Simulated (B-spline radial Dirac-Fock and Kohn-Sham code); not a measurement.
**The free samarium atom: differential elastic cross section for electrons at 6.1 keV**

Level of theory: relativistic (Dirac) partial waves in the static field of the Dirac-Fock atom with Furness-McCarthy exchange, without polarisation or absorption potentials; a radial atomic solver.

```tsv
θ (°)	dσ/dΩ (Å²/sr)	Sherman function
5	9.16	0.000
10	1.38	0.001
15	0.414	0.001
20	0.181	0.000
25	0.0995	-0.004
30	0.0600	-0.009
35	0.0385	-0.012
40	0.0263	-0.011
45	0.0189	-0.004
50	0.0141	0.009
55	0.0109	0.027
60	0.00857	0.047
65	0.00691	0.065
70	0.00568	0.077
75	0.00477	0.081
80	0.00408	0.073
85	0.00358	0.052
90	0.00322	0.020
95	0.00298	-0.020
100	0.00284	-0.061
105	0.00280	-0.099
110	0.00283	-0.128
115	0.00292	-0.146
120	0.00307	-0.154
125	0.00325	-0.153
130	0.00346	-0.146
135	0.00369	-0.135
140	0.00393	-0.121
145	0.00416	-0.105
150	0.00439	-0.089
155	0.00459	-0.074
160	0.00476	-0.058
165	0.00490	-0.043
170	0.00501	-0.029
175	0.00507	-0.014
```

The total elastic cross section is 1.28 Å², the first transport cross section 0.0685 Å² and the second, weighted with (3/2) sin²θ, 0.106 Å². The mean deflection is ⟨1 − cos θ⟩ = 0.0535, and 1.7 % of the collisions scatter beyond 90°.

On this grid of angles the cross section has a minimum near 105°.

Values without a named source are computed, but for edge energies of neutral atoms, which are taken from tables.
